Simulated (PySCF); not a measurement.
**NMR problem set**

- GFN2-xTB structure
- shieldings: GIAO PBE0/pcSseg-1
- run in PySCF 2.14.0 with density-fitted response routines
- no solvent model, single conformer, rapidly exchanging positions averaged, non-relativistic Hamiltonian

Shifts are taken against calculated references (same method and geometry level): TMS for ¹H (σref 31.72), ¹³C (σref 186.93). Where no couplings were computed, multiplicities follow the n + 1 count of equivalent neighbours, and m marks all less simple cases (inequivalent or close neighbours, rings, F or P nearby). Shifts are as computed. Against solution values, carbons near 30 ppm lie about +3 ppm off and those near 130 ppm about +5 ppm. Of 1211 compounds with measured shifts, 218 miss one by over three times the rms of a fit or turn the order of signals round; such compounds aren't used in these exercises. OH and NH positions are gas-phase values without hydrogen bonding to other molecules.

Q: C5H6O. ¹H NMR (300 MHz, computed): δ 6.47 (m, 1H), 5.82 (m, 1H), 4.49 (d, 2H), 2.66 (d, 1H), 0.01 (br s, 1H). ¹³C{¹H} NMR (computed): δ 155.8 (CH), 116.7 (CH), 88.7 (CH), 86.3 (C), 70.0 (CH2). Give a structure.

A: `C#C/C=C/CO`. Rings plus π bonds: 3 (no ring in the answer). 5 carbon signals for 5 carbons: no two carbons are equivalent. Carbon types of the structure: 1 × C, 3 × CH, 1 × CH2, leaving 1 H on heteroatoms. δC 155.8, 116.7: alkene CH; an sp2 carbon of a C=C bond. δC 88.7: terminal alkyne carbon; the triple bond shields along its axis, which puts it between sp3 and sp2 carbons. δC 86.3: alkyne carbon; the triple bond shields along its axis, which puts it between sp3 and sp2 carbons. δC 70.0: allylic sp3 CH2 bonded to O; deshielded by the electronegative neighbour.

The data come from this structure; uniqueness wasn't tested.

Q: C6H12OSi2. ¹H NMR (400 MHz, computed): δ 5.96 (m, 1H), 5.65 (d, 1H), 5.14 (s, 3H), 4.95 (t, 2H), 2.46 (m, 2H), 2.28 (s, 3H). ¹³C{¹H} NMR (computed): δ 142.0 (CH), 116.4 (CH), 103.4 (C), 83.1 (C), 25.4 (CH2), 6.1 (CH3). Identify the compound.

A: `CC#C/C=C\C[SiH2]O[SiH3]`. The formula gives 3 degrees of unsaturation (no ring in the answer). 6 carbon signals for 6 carbons: no two carbons are equivalent. Carbon types of the structure: 2 × C, 2 × CH, 1 × CH2, 1 × CH3, leaving 5 H on heteroatoms. δC 142.0, 116.4: alkene CH; the olefinic region. δC 103.4, 83.1: alkyne carbon; sp carbons lie upfield of alkene carbons because the cylindrical π system leaves one tensor component strongly shielded. δC 6.1: propargylic methyl carbon; aliphatic region, no heteroatom directly attached. δH 5.96, 5.65: hydrogen on an alkene CH; attached to an sp2 carbon and in the plane of the double bond.

The data come from this structure; uniqueness wasn't tested.
